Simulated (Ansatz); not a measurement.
Kohn–Sham single points on CH$_{5}$ClFGeN (`C[NH][GeH]([F])[Cl]`).

```yaml
crystal:
  periodic: [false, false, false]
  atoms:
    - {symbol: C, position_ang: [0.967261, 1.024580, -0.362658]}
    - {symbol: N, position_ang: [-0.194593, 0.599380, 0.399930]}
    - {symbol: Ge, position_ang: [-0.664665, -1.139527, 0.423072]}
    - {symbol: F, position_ang: [-2.092275, -1.213436, 1.390508]}
    - {symbol: Cl, position_ang: [-1.255145, -1.915134, -1.495247]}
    - {symbol: H, position_ang: [0.805683, 1.046382, -1.447014]}
    - {symbol: H, position_ang: [1.805462, 0.351314, -0.164567]}
    - {symbol: H, position_ang: [1.277194, 2.021386, -0.040093]}
    - {symbol: H, position_ang: [-0.982330, 1.224602, 0.301404]}
    - {symbol: H, position_ang: [0.416509, -2.050748, 0.997466]}
basis:
  gaussian: {orbitals: def2-TZVPP}
hamiltonian: {xc: hse06, dispersion: d4}
output: {orbitals: {seedname: orbitals}}
```

```sh
$ ansatz run in.yaml --threads 4 --pin off --events-out ev --progress --plain
```

Shortened log:

```
Functional definition: HSE06
1512 factors; their error is unknown
112 factors; integrals over basis functions are off by at most 3.1e-7 eV
mean field evaluation 1: about -74344.9087 eV, gradient 7.0e1 eV
mean field evaluation 2: about -74325.4693 eV, gradient 1.2e2 eV
mean field evaluation 4: about -74353.8124 eV, gradient 6.8e0 eV
mean field evaluation 8: about -74353.8923 eV, gradient 2.0e-1 eV
mean field evaluation 16: about -74354.1993 eV, gradient 4.2e-4 eV
mean field -74354.19934907 eV, -2732.4664269919 hartree, gradient 4.4e-5 eV, S^2 0.000000; 0 other end points of the search recorded, 0 dependent functions left out
reference -74354.19938967 eV, -2732.4664284838 hartree; 38, 38 occupied and 215, 215 virtual orbitals, 1512 factors
Total energy: -74354.37679433 eV, -2732.4729479849 hartree
```

Run time 5.5 s (4 threads of a server CPU on a shared host); peak host memory 0.8 GiB.

The same input with `hamiltonian: {xc: pbe, dispersion: d4}` and forces (abridged; 3.4 s):

```
Functional definition: PBE
mean field evaluation 16: about -74351.8580 eV, gradient 7.1e-3 eV
mean field -74351.85803322 eV, -2732.3803852215 hartree, gradient 4.7e-5 eV, S^2 0.000000
Total energy: -74352.08110490 eV, -2732.3885829542 hartree
Atom 0 force     0.054041     0.020818    -0.060495 eV/Å
Atom 1 force     0.150627     0.158016     0.247479 eV/Å
Atom 2 force     0.366686    -0.182349    -0.135669 eV/Å
Atom 3 force    -0.578162    -0.028625     0.412427 eV/Å
Atom 4 force    -0.105055    -0.161149    -0.369770 eV/Å
Atom 5 force    -0.007249     0.014027    -0.237907 eV/Å
Atom 6 force     0.173110    -0.130022     0.033524 eV/Å
Atom 7 force     0.073986     0.211327     0.060604 eV/Å
Atom 8 force    -0.281537     0.204689    -0.031857 eV/Å
Atom 9 force     0.153554    -0.106732     0.081664 eV/Å
Dipole moment:     0.440660     0.348533    -0.045069 e Å
```

The same input with `hamiltonian: {xc: {name: r2SCANh}, dispersion: d4}` (abridged; 8.5 s):

```
Functional definition: r2SCANh
mean field evaluation 16: about -74367.3800 eV, gradient 5.6e-4 eV
mean field -74367.37999282 eV, -2732.9508067154 hartree, gradient 7.3e-5 eV, S^2 0.000000
Total energy: -74367.43869405 eV, -2732.9529639459 hartree
```

The same input with `hamiltonian: {xc: {name: wB97X-V}}` (abridged; 11 s):

```
Functional definition: wB97X-V
mean field evaluation 16: about -74362.8879 eV, gradient 1.4e-4 eV
mean field -74362.88792133 eV, -2732.7857261331 hartree, gradient 4.2e-5 eV, S^2 0.000000
Total energy: -74362.88791946 eV, -2732.7857260642 hartree
```

The same input with `hamiltonian: {xc: r2scan, dispersion: d4}` and forces (abridged; 7.5 s):

```
Functional definition: r2SCAN
mean field evaluation 16: about -74367.9021 eV, gradient 6.8e-3 eV
mean field -74367.90212862 eV, -2732.9699948521 hartree, gradient 4.0e-5 eV, S^2 0.000000
Total energy: -74367.95704868 eV, -2732.9720131273 hartree
Atom 0 force     0.184104     0.062904    -0.125991 eV/Å
Atom 1 force    -0.112321    -0.027666     0.184679 eV/Å
Atom 2 force     0.078184    -0.071926     0.034133 eV/Å
Atom 3 force    -0.027372     0.012385     0.020135 eV/Å
Atom 4 force    -0.026504    -0.035417    -0.073600 eV/Å
Atom 5 force     0.005437     0.003933    -0.001484 eV/Å
Atom 6 force    -0.022663     0.004199     0.000390 eV/Å
Atom 7 force    -0.005578    -0.011675    -0.006845 eV/Å
Atom 8 force    -0.039724     0.022835    -0.018697 eV/Å
Atom 9 force    -0.033563     0.040429    -0.012719 eV/Å
Dipole moment:     0.455596     0.350504    -0.045463 e Å
```

The same input with `hamiltonian: {xc: {name: B3LYP}, dispersion: d4}` and forces (abridged; 7.5 s):

```
Functional definition: B3LYP
mean field evaluation 16: about -74373.2790 eV, gradient 5.8e-4 eV
mean field -74373.27904312 eV, -2733.1675928155 hartree, gradient 5.3e-5 eV, S^2 0.000000
Total energy: -74373.63912412 eV, -2733.1808255484 hartree
Atom 0 force     0.271560     0.120702    -0.141076 eV/Å
Atom 1 force    -0.141834     0.151489     0.097240 eV/Å
Atom 2 force     0.260358    -0.148134     0.094459 eV/Å
Atom 3 force    -0.279443    -0.016905     0.202671 eV/Å
Atom 4 force    -0.083606    -0.115503    -0.288420 eV/Å
Atom 5 force     0.015738     0.004785     0.049136 eV/Å
Atom 6 force    -0.039193     0.037014    -0.016655 eV/Å
Atom 7 force    -0.009583    -0.044654    -0.028396 eV/Å
Atom 8 force     0.001367     0.009400     0.018229 eV/Å
Atom 9 force     0.004634     0.001805     0.012812 eV/Å
Dipole moment:     0.462701     0.341263    -0.057457 e Å
```

HSE06 is the plane-wave form, built on full-range PBE exchange.

B3LYP takes the VWN-RPA correlation (the form of Gaussian; ORCA's B3LYP/G).
